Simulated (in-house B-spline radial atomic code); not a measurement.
## Pm⁺: [Xe] 4f5 6s1

Method: Dirac-Kohn-Sham PBE, spherical fractional occupations, Fermi nucleus of rms radius 4.962 fm. Calculated with an all-electron radial atomic-structure program (B-spline basis).

Effective charges: Z_r = [3n² - l(l+1)]/(2<r>) from the radius, Z_e = n√(-2ε) from the energy, and Slater's rules. Values are occupation-weighted means over j. An effective charge above Z reflects the relativistic contraction of the inner shells.

| shell | electrons | ε (eV) | <r> (bohr) | Z_r | Z_e | Slater |
| --- | --- | --- | --- | --- | --- | --- |
| 1s | 2 | -44981 | 0.02318 | 64.71 | 57.50 | 60.70 |
| 2s | 2 | -7315.1 | 0.09846 | 60.94 | 46.37 | 56.85 |
| 2p | 6 | -6554.4 | 0.08679 | 57.61 | 43.90 | 56.85 |
| 3s | 2 | -1599.8 | 0.2601 | 51.90 | 32.53 | 49.75 |
| 3p | 6 | -1358.6 | 0.2582 | 48.42 | 29.98 | 49.75 |
| 3d | 10 | -1017.7 | 0.2362 | 44.45 | 25.95 | 39.85 |
| 4s | 2 | -322.88 | 0.5929 | 40.48 | 19.49 | 33.25 |
| 4p | 6 | -243.3 | 0.6271 | 36.67 | 16.91 | 33.25 |
| 4d | 10 | -128.54 | 0.6886 | 30.49 | 12.29 | 21.85 |
| 5s | 2 | -47.866 | 1.441 | 26.02 | 9.38 | 11.00 |
| 5p | 6 | -28.825 | 1.688 | 21.62 | 7.28 | 11.00 |
| 6s | 1 | -8.3076 | 3.965 | 13.62 | 4.69 | 3.20 |
| 4f | 5 | -8.1428 | 1.053 | 17.09 | 3.09 | 13.60 |

The least bound orbital is 4f7/2 at -7.941 eV, while the most diffuse is 6s1/2 (<r> = 3.965 bohr against 1.061 bohr): energy order and size order differ.

Spin-orbit splittings of the orbital energies (j = l + 1/2 above j = l - 1/2 when positive): 2p 560.2 eV, 3p 112.7 eV, 3d 24.41 eV, 4p 24.58 eV, 4d 4.368 eV, 5p 3.275 eV, 4f 0.4713 eV.

For the 1s electron the small component carries 5.13 % of the norm, the zero-frequency Breit interaction raises the level by 129.1 eV, self-energy by 76.35 eV, and vacuum polarisation lowers it by 11.9 eV.

The density falls to 0.001 bohr⁻³ at 4.568 bohr; Σ<r²> = 59.812 bohr² gives, by the non-relativistic formula and without the paramagnetism of open shells, a Langevin diamagnetic susceptibility of -47.37×10⁻⁶ cm³/mol.
